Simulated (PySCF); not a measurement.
NMR problem set

Computational details: PBE0/pcSseg-1 with gauge-including orbitals, structure optimised with GFN2-xTB, in PySCF 2.14 (isolated molecule, averaged over atoms made equivalent by symmetry, fast rotation or ring inversion, single conformer, no relativistic terms).

References, each an isolated molecule treated in the same way: 1H (31.72 ppm), 13C (186.93 ppm) against TMS. Splittings of carbon signals by F and P are missing where no couplings were computed. Where no couplings were computed, multiplicities follow the n + 1 count of equivalent neighbours, and m marks all less simple cases (inequivalent or close neighbours, rings, F or P nearby). Shifts are as computed. Against solution values, carbons near 30 ppm lie about +3 ppm off and those near 130 ppm about +5 ppm. Of 1211 compounds with measured shifts, 218 miss one by over three times the rms of a fit or turn the order of signals round; such compounds aren't used in these exercises.

Q: C5H2F2O2. 1H NMR (600 MHz, computed): δ 7.53 (m, 1H), 6.70 (m, 1H). 13C{1H} NMR (computed): δ 173.7 (C), 154.3 (C), 151.5 (CH), 131.2 (C), 111.6 (CH). Give a structure.

A: `InChI=1S/C5H2F2O2/c6-3-1-2-9-4(3)5(7)8/h1-2H`. Rings plus π bonds: 4 (1 ring in the answer). 5 carbon signals for 5 carbons: no two carbons are equivalent. Carbon types of the structure: 3 × C, 2 × CH, which accounts for all hydrogens. δC 173.7: aromatic carbon bearing fluorine; the electronegative substituent deshields the carbon that carries it. δC 154.3: carbonyl carbon. δC 151.5: aromatic CH next to the ring oxygen. δC 131.2: substituted aromatic carbon next to the ring oxygen.

The data come from this structure; uniqueness wasn't tested.

Q: C4H7F3OSi2. 1H NMR (500 MHz, computed): δ 12.16 (t, 1H), 7.31 (m, 1H), 4.89 (d, 2H), 4.65 (s, 3H). 13C{1H} NMR (computed): δ 252.3 (CH), 157.4 (CH), 152.9 (C), 131.1 (C). Give a structure.

A: `O=C[SiH2]/C([SiH3])=C\C(F)(F)F`. Rings plus π bonds: 2 (no ring in the answer). 4 carbon signals for 4 carbons: no two carbons are equivalent. Carbon types of the structure: 2 × C, 2 × CH, leaving 5 H on heteroatoms. δC 252.3: carbonyl carbon. δC 157.4: alkene CH; an sp2 carbon of a C=C bond. δC 152.9: fully substituted alkene carbon; as expected for a trigonal carbon in a double bond. δC 131.1: CF3 carbon; 3 electronegative neighbours deshield it.

The shifts were computed for this structure.
